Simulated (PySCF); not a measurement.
# `C/C=C(/Cl)SC[SiH3]`: 4 charge schemes on one density

Compound: C4H9ClSSi.
Cartesian coordinates in Å at the GFN2-xTB level; atoms count from 1:
```
atom  x, y, z in Å
C1    -2.7644   -0.6038    0.7945
C2    -1.9741   -0.4378   -0.4581
C3    -0.7822    0.1506   -0.5145
Cl4    0.0482    0.2986   -2.0267
S5     0.0098    0.8479    0.9012
C6     1.6905    1.2140    0.3129
Si7    2.6421   -0.3179   -0.3360
H8    -3.1743   -1.6105    0.8482
H9    -2.1441   -0.4172    1.6673
H10   -3.5979    0.0986    0.8086
H11   -2.4180   -0.8100   -1.3700
H12    2.1719    1.6265    1.1975
H13    1.6114    2.0122   -0.4229
H14    3.0883   -0.0371   -1.6982
H15    1.7930   -1.5044   -0.2672
H16    3.7923   -0.5008    0.5517
```

Density: PBE0/pcSseg-1 (PySCF); schemes: Mulliken, IAO, Hirshfeld and ESP-fitted. Isolated species at its GFN2-xTB geometry (one conformer only).

Task: Give the atomic charges in each scheme.

Result: In e; atoms taken as equivalent share a row and are averaged (×n: the atom named and its like, n in all):

| atom | environment | Mulliken | IAO | Hirshfeld | ESP-fitted |
| --- | --- | --- | --- | --- | --- |
| C1 | allylic carbon | -0.227 | -0.425 | -0.116 | -0.268 |
| C2 | alkene CH carbon | -0.091 | -0.173 | -0.070 | +0.043 |
| C3 | vinylic C–Cl carbon | -0.316 | -0.157 | -0.015 | -0.193 |
| Cl4 | vinyl chlorine | -0.048 | -0.009 | +0.028 | -0.020 |
| S5 | sulfide sulfur | +0.110 | +0.162 | +0.034 | -0.090 |
| C6 | sp3 carbon bound to sulfur | -0.628 | -0.627 | -0.167 | -0.253 |
| Si7 | SiH3 silicon | +0.519 | +0.602 | +0.284 | +0.324 |
| H8/H9/H10 | methyl hydrogen | +0.136 | +0.156 | +0.045 | +0.101 |
| H11 | vinylic hydrogen | +0.113 | +0.162 | +0.046 | +0.092 |
| H12/H13 | methylene hydrogen | +0.185 | +0.173 | +0.043 | +0.145 |
| H14/H15/H16 | Si–H hydrogen | -0.070 | -0.116 | -0.081 | -0.076 |

Mean size of the charges over all atoms: IAO 0.217 e, Mulliken 0.190 e, ESP-fitted 0.132 e, Hirshfeld 0.077 e. Each set sums to the total charge, 0, to within 0.001 e. The ESP scheme is a least-squares fit of atom-centred charges to the potential on four shells outside the van der Waals surface, with the total charge fixed. The Mulliken scheme gives each basis function's population to the atom it is centred on and halves the overlap population of two atoms between them.

Some averages cover members that differ in this geometry: H12/H13, ESP-fitted +0.120 to +0.170; H14/H15/H16, Mulliken -0.092 to -0.046; H14/H15/H16, ESP-fitted -0.101 to -0.056 e.

Lowest charge. The schemes don't all agree: Mulliken C6 (-0.628); IAO C6 (-0.627); Hirshfeld C6 (-0.167); ESP-fitted C1 (-0.268).

Highest charge. All schemes agree: Mulliken Si7 (+0.519); IAO Si7 (+0.602); Hirshfeld Si7 (+0.284); ESP-fitted Si7 (+0.324).

Task: How many electrons does the Hirshfeld scheme count on Cl4?

Result: Z − q = 17 − (+0.028) = 16.972.

Task: Sum the charges by element, for elements with more than one atom.

Result: 
| element | atoms | Mulliken | IAO | Hirshfeld | ESP-fitted |
| --- | --- | --- | --- | --- | --- |
| C | 4 | -1.263 | -1.381 | -0.368 | -0.671 |
| H | 9 | +0.682 | +0.626 | +0.023 | +0.457 |
